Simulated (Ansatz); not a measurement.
How methods differ on As2 (SMILES [As]#[As])

The species is As2 (2 atoms), meant as a singlet with charge 0. SMILES: `[As]#[As]`. Geometry: optimised at wB97X-V/def2-SVP.

```xyz
2

As    0.0000    0.0000    0.0143
As    0.0000    0.0000    2.0796
```

Quantity: the dissociation energy of the As2–As1 bond into quartet As and quartet As (shapes relaxed at wB97X-V/def2-SVP, no zero-point term), in eV. The values are calculated.

```csv
level,kind,program,value (eV),CPU time (all runs)
HF/def2-TZVPP,Hartree–Fock,Ansatz,0.54,1.3 s
BLYP/def2-TZVPP,GGA,Ansatz,4.33,1.8 s
B3LYP/def2-TZVPP,global hybrid,Ansatz,4.02,2.6 s
PBE0-D4/def2-TZVPP,global hybrid,Ansatz,3.79,3.6 s
CAM-B3LYP/def2-TZVPP,range-separated hybrid,Ansatz,3.78,3.2 s
wB97M-V/def2-TZVPP,range-separated hybrid,Ansatz,3.73,9.6 s
B2PLYP/def2-TZVPP,double hybrid,Ansatz,4.01,5 s
RPA@PBE/def2-TZVPP,RPA,Ansatz,3.75,3.5 s
```

All-electron rows without a relativistic Hamiltonian named are non-relativistic. The values span 0.54 to 4.33 eV. Hartree–Fock misses the correlation of the electron pair that is broken and comes out low. Measured bond enthalpies also hold zero-point and thermal terms, a few tenths of an eV less. CPU times are rough (shared hosts, several kinds of processor and program).
